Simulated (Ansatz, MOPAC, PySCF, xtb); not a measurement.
Pair of molecules: N2 (SMILES N#N) (first 2 atoms) with GeH4 (SMILES [GeH4]); geometry from B3LYP-D3(BJ)/def2-TZVP, rigid monomers moved along the line of their centres of mass till N2···Ge3 is 3.24 Å.
(charge 0, multiplicity 1):
```xyz
7

N     -0.214    -0.077    -1.113
N     -0.500     0.378    -0.163
Ge     0.097    -0.040     2.998
H      0.475    -0.362     4.452
H     -0.584    -1.263     2.366
H      1.367     0.302     2.205
H     -0.865     1.155     2.970
```

Counterpoise-corrected where a basis set is named; no monomer relaxation.

The state that AM1, PM7 reach isn't checked; PM7 holds dispersion and hydrogen-bond terms.

Run with Ansatz (a quantum-chemistry and plane-wave program); MOPAC for AM1, PM7 (differences of heats of formation); PySCF for the dispersion terms; xtb for the GFN methods. Values without a source in brackets are computed.

Problem. One of these levels gives 0.3 kJ/mol for the interaction energy. Name it.
A) AM1
B) PM7
C) r2SCAN-D4/def2-TZVPPD
D) GFN2-xTB

Solution. C, r2SCAN-D4/def2-TZVPPD. The others give 1.8 (AM1), -5.3 (PM7), -19.0 (GFN2-xTB)
